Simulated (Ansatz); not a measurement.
# Two structures, one formula

The two ends of one reaction step of ZnH3SOF, closed shell (PBE0-D4/def2-TZVP).

A:

```
7
angstrom
Zn 0.0993 -0.7709 0.7095
F 0.3154 -0.6097 2.4578
O 0.1043 -1.3493 -0.9916
H 0.2698 2.2427 0.2731
S -0.8239 1.5350 -0.0543
H 0.3876 -2.2553 -1.1237
H -0.3523 1.2076 -1.2709
```

B:

```json
{"atom": "Zn1", "x (Å)": "-0.3565", "y (Å)": "-0.3797", "z (Å)": "-0.5642"}
{"atom": "F2", "x (Å)": "0.5225", "y (Å)": "0.1734", "z (Å)": "1.7700"}
{"atom": "O3", "x (Å)": "-0.0616", "y (Å)": "-2.0830", "z (Å)": "-0.9581"}
{"atom": "H4", "x (Å)": "0.1493", "y (Å)": "0.9678", "z (Å)": "1.4141"}
{"atom": "S5", "x (Å)": "-0.8884", "y (Å)": "1.7354", "z (Å)": "-0.3821"}
{"atom": "H6", "x (Å)": "0.4068", "y (Å)": "-2.5640", "z (Å)": "-0.2728"}
{"atom": "H7", "x (Å)": "0.2281", "y (Å)": "2.1501", "z (Å)": "-1.0069"}
```

Computed with Ansatz 0.2.0 (basis: def2-TZVPP); correlated methods freeze the cores. The 3s and 3p shells of Cu and Zn are frozen; filled d shells are correlated. B3LYP uses VWN-RPA correlation.

Q: Which structure is lower at CCSD(T), and by how much? (An estimate is asked for; the value comes from the calculation.)

A: Computed: B, by 4.18 kcal/mol (electronic energy, against the other). By their contacts, A is ZnH₃SOF ([OH][Zn]([F])[SH2]) and B is a complex of ZnH₂SO ([OH][Zn][SH]) + HF.

All methods give the same order:

```tsv
method	E(B) − E(A) (kcal/mol)
SPW92	-7.28
PBE-D4	-6.05
BLYP-D4	-3.48
r2SCAN-D4	-4.16
B97M-V	-3.40
PBE0-D4	-6.09
B3LYP-D4	-3.73
r2SCAN0-D4	-4.79
BHLYP-D4	-3.12
CAM-B3LYP-D4	-2.98
wB97X-V	-3.25
wB97M-V	-4.69
B2PLYP	-3.95
PBE-QIDH	-5.55
RPA on PBE	-2.93
HF	-1.34
MP2	-5.44
CCSD	-3.53
CCSD(T)	-4.18
```

No T1 diagnostic of these runs exceeds 0.016.

Labels in which every atom is bracketed show which atoms are joined, not bond orders.

For scale, one of the runs: CCSD(T)/def2-TZVPP, 210 basis functions, launched by `ansatz run in.yaml --threads 4 --pin off --events-out ev --progress --plain --max-ram 9574MiB`. Hardware: 4 CPU threads of an Arm Neoverse V1, shared host. Wall time 90 s; peak host memory 2.9 GiB.
